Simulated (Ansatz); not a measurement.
CH₅NOSiZn (`C1[NH][Zn][O][SiH2]1`), 10 atoms. Total charge 0; spin multiplicity 1. For Zn the d shell is correlated and the shells below it are frozen. Scalar relativity is left out up to krypton. All runs use 4 threads of an Arm Neoverse V1 on a shared host. Correlated methods freeze the cores.

Question: How many basis functions does each run have, and how long does it take in Ansatz? RKS PBE0-D4/def2-TZVP relaxation (22 steps); RKS PBE0-D4/def2-QZVPP energy; RHF-CCSD(T) with 3s3p of Cu, Zn/def2-SVP energy; RKS r2SCAN-D4/def2-TZVPP energy and forces; RKS PBE0-D4/def2-TZVP frequencies; RKS ωB97M-V/def2-QZVPP energy; RHF-MP2 with 3s3p of Cu, Zn/def2-QZVPP energy; RKS PBE0-D4/def2-SVP energy; RKS ωB97M-V/def2-SVP energy; RKS ωB97X-V/def2-TZVPP energy; RKS PBE0-D4/def2-TZVPP energy; RHF-CCSD(T) with 3s3p of Cu, Zn/def2-TZVPP energy. (Best estimate.)

Answer: Ansatz gave: Other jobs shared the machine, so times are rough.

| level | job | functions | wall time | peak host memory (GiB) |
| --- | --- | --- | --- | --- |
| RKS PBE0-D4/def2-SVP | energy | 116 | 1.7 s | 0.27 |
| RKS PBE0-D4/def2-TZVPP | energy | 269 | 4.6 s | 0.87 |
| RKS r2SCAN-D4/def2-TZVPP | energy and forces | 269 | 7 s | 0.45 |
| RKS ωB97M-V/def2-SVP | energy | 116 | 8 s | 0.41 |
| RHF-CCSD(T) with 3s3p of Cu, Zn/def2-SVP | energy | 116 | 8.5 s | 0.58 |
| RKS ωB97X-V/def2-TZVPP | energy | 269 | 12 s | 1 |
| RKS PBE0-D4/def2-QZVPP | energy | 491 | 13 s | 2.2 |
| RHF-MP2 with 3s3p of Cu, Zn/def2-QZVPP | energy | 491 | 29 s | 3.5 |
| RKS ωB97M-V/def2-QZVPP | energy | 491 | 30 s | 2.6 |
| RKS PBE0-D4/def2-TZVP | relaxation (22 steps) | 208 | 110 s | 0.68 |
| RKS PBE0-D4/def2-TZVP | frequencies | 208 | 3.5 min | 0.68 |
| RHF-CCSD(T) with 3s3p of Cu, Zn/def2-TZVPP | energy | 269 | 4.3 min | 6.8 |
